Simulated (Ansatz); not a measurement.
cis-OsH2(PH3)4 (P₄OsH₁₄), 19 atoms. Hardware: 4 threads of Intel Xeon 6975P-C on a shared host.

In the def2 sets Os takes a core potential; there is no spin–orbit coupling. Correlated methods freeze 20 core orbitals; core or outer-core shells of Os are correlated, in sets that lack core-valence functions.

(1) How many basis functions does each of these Ansatz runs have, and roughly what does it cost? PBE0-D4/def2-TZVP, charge 0 singlet, energy, from earlier orbitals; revPBE-D4/def2-TZVP, charge 0 triplet, energy, from earlier orbitals; r2SCAN-D4/def2-TZVP, charge 0 triplet, energy, from earlier orbitals; PBE-D4/def2-TZVP, charge 0 singlet, energy, from earlier orbitals; MP2/def2-TZVP, charge 0 triplet, energy, from earlier orbitals; r2SCAN-D4/def2-TZVP, charge 1 doublet at the geometry of the charge 0 singlet, energy, from earlier orbitals; r2SCANh-D4/def2-TZVP, charge 0 singlet, energy, from earlier orbitals; PBE-D4/def2-SVP, charge 0 triplet, relaxation, 53 steps; PBE0-D4/def2-TZVP, charge 0 triplet, energy, from earlier orbitals; r2SCAN-D4/def2-TZVPD, charge 0 singlet, energy, from earlier orbitals; MP2/def2-TZVP, charge 0 singlet, energy, from earlier orbitals; PBE-D4/def2-TZVPD, charge 0 singlet, energy, from earlier orbitals.

Results:

(1) Other jobs shared the machine, so times can vary by a factor of up to 3. A dash marks memory too small to be measured apart from the calling script's.

```
                                                                                                         run  functions  fitting or Cholesky vectors  wall time  peak host memory (GiB)
                                           PBE-D4/def2-TZVP, charge 0 singlet, energy, from earlier orbitals        272                         2048      3.3 s                       –
                                        revPBE-D4/def2-TZVP, charge 0 triplet, energy, from earlier orbitals        272                         2048      4.3 s                    0.58
                                          PBE-D4/def2-TZVPD, charge 0 singlet, energy, from earlier orbitals        341                         2187      4.4 s                    0.78
                                              MP2/def2-TZVP, charge 0 singlet, energy, from earlier orbitals        272                         1941      5.5 s                    0.87
                                          PBE0-D4/def2-TZVP, charge 0 singlet, energy, from earlier orbitals        272                         2162        6 s                     1.2
                                       r2SCAN-D4/def2-TZVPD, charge 0 singlet, energy, from earlier orbitals        341                         2187        7 s                    0.83
                                       r2SCANh-D4/def2-TZVP, charge 0 singlet, energy, from earlier orbitals        272                         2048      7.5 s                     1.2
                                        r2SCAN-D4/def2-TZVP, charge 0 triplet, energy, from earlier orbitals        272                         2048        9 s                     0.7
                                              MP2/def2-TZVP, charge 0 triplet, energy, from earlier orbitals        272                         1940        9 s                     1.1
r2SCAN-D4/def2-TZVP, charge 1 doublet at the geometry of the charge 0 singlet, energy, from earlier orbitals        272                         2048       12 s                    0.73
                                          PBE0-D4/def2-TZVP, charge 0 triplet, energy, from earlier orbitals        272                         2162       13 s                     1.5
                                                     PBE-D4/def2-SVP, charge 0 triplet, relaxation, 53 steps        174                         1937    1.8 min                       –
```
